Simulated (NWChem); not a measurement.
ammonia borane (H6BN) in NWChem

```xyz
8

B      0.9250    -0.0703     0.0000
N     -0.7241     0.0551     0.0000
H      1.3318     1.0825     0.0000
H      1.1975    -0.6830    -1.0223
H      1.1975    -0.6830     1.0223
H     -1.0582     0.5584     0.8253
H     -1.1666    -0.8671     0.0000
H     -1.0582     0.5584    -0.8253
```
Charge 0, spin multiplicity 1.

Everything below was run with NWChem. Structure: optimised with B3LYP/def2-SVP, a minimum by its harmonic frequencies.

Symmetry labels belong to the abelian group Cs used in the runs, with the axes of the coordinates shown; states degenerate in a higher group split over its labels.

B3LYP has NWChem's definition, with VWN1-RPA local correlation.

Task: List the lowest 3 singlet excitations that TD-B3LYP/def2-SVPD, VWN1-RPA local correlation gives, with oscillator strengths.

Result: 
```
state  symmetry  energy (eV)  wavelength (nm)      f
-----  --------  -----------  ---------------  -----
1            a'         6.03              206  0.005
2            a"         6.03              206  0.005
3            a"         8.03              154  0.000
```
